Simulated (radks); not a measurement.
Task: Valence configurations of the argon ion Ar3+ (all share [Ne]). All-electron calculation, scalar-relativistic Kohn-Sham, PBEsol, spin-unpolarised, spherical densities, point nucleus. Program: a radial shooting solver on a logarithmic mesh with Libxc functionals. Order these by energy: 3p5; 3s1 3p4; 3s1.5 3p3.5; 3s0.5 3p4.5; 3s2 3p3.

Result: From the lowest, in eV above it: 3s2 3p3 0.000; 3s1.5 3p3.5 7.803; 3s1 3p4 15.614; 3s0.5 3p4.5 23.435; 3p5 31.264. NIST lists [Ne] 3s2 3p3 as the ground configuration; this level of theory agrees among the configurations tried. The energies are those of spherical spin-averaged densities, not of single terms.
